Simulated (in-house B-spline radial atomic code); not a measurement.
# Solving the quasi-particle equation for 4d up of Ru IV (Ru3+)

Configuration [Kr] 4d5, highest spin, start Hartree-Fock; correlation leaves out the 3 deepest shells. Computed with an all-electron radial atomic-structure program (B-spline basis): all electrons, scalar-relativistic (spin-free one-electron X2C), finite nucleus, each spin shell either full or empty, empty states to l = 9 with an (l + 1/2)⁻⁴ tail; G0W0 by contour deformation at full frequency.

At the mean-field level ε = -46.158 eV the matrix elements are Σx = -34.094 eV, v_xc = -34.094 eV and Σc(ε) = -0.367 eV, and the slope of the correlation self-energy is dΣc/dω = -0.0344. The quasi-particle energy solves E = ε + Σx − v_xc + Σc(E).

(1) What does the linearised equation give?

(2) How does that compare with the full solution and with static screening?

Results:

(1) Z = 1/(1 − dΣc/dω) = 1/1.0344 = 0.9667. The first-order shift is Σx − v_xc + Σc(ε) = -34.094 − (-34.094) + (-0.367) = -0.367 eV, so E ≈ ε + Z × shift = -46.158 + 0.9667 × (-0.367) = -46.513 eV.

(2) Solving the equation at full frequency dependence gives E = -46.513 eV, where Σc = -0.354 eV and the weight is 0.967; the linearised value is off by 0 meV. Leaving Z out would give -46.525 eV. Static COHSEX puts -2.557 eV in place of Σc and gives -48.715 eV, 2.20 eV deeper.
